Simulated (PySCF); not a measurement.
## Computed properties of TeClBr, SMILES Cl[Te]Br

TeClBr, SMILES Cl[Te]Br. The structure is a stationary point at PBE0-D3(BJ)/def2-TZVP. The def2 effective core potentials stand for the cores of Te; spin–orbit coupling is left out. Other conformers were not sampled. All values are computed for the isolated molecule unless a solvent is named; none is compared with measurement here.

**Structure.** The optimised structure has Cs symmetry. All 3 harmonic modes at PBE0-D3(BJ)/def2-TZVP (PySCF) are real, so it is a minimum. With heavy atoms numbered as in [Te:1]([Cl:2])[Br:3], the shortest bond between them is Te1–Cl2 at 2.323 Å and the longest Te1–Br3 at 2.474 Å.

**Vibrations.** The strongest infrared lines (harmonic, unscaled, degenerate partners summed) lie at 379 cm⁻¹ (35 km/mol, Cl 78 %, Te 22 %), 265 cm⁻¹ (18 km/mol, Br 60 %, Te 40 %), 107 cm⁻¹ (1 km/mol, Cl 57 %, Br 26 %, Te 17 %). The softest mode is at 107 cm⁻¹ and the zero-point energy is 1.1 kcal/mol.

**Electronic structure.** PBE0/def2-TZVPD (PySCF) places the frontier levels at -6.61 and -2.87 eV, a gap of 3.74 eV, and gives a dipole moment of 1.66 D and a mean polarisability of 77.5 bohr³.

**Excitations.** TDDFT-ωB97X/def2-SVPD (PySCF) has S1 at 2.36 eV (525 nm, f = 0.000, dark); the most intense of the 10 singlets computed lies at 6.50 eV (f = 0.22). T1 (TDA) is at 1.76 eV.
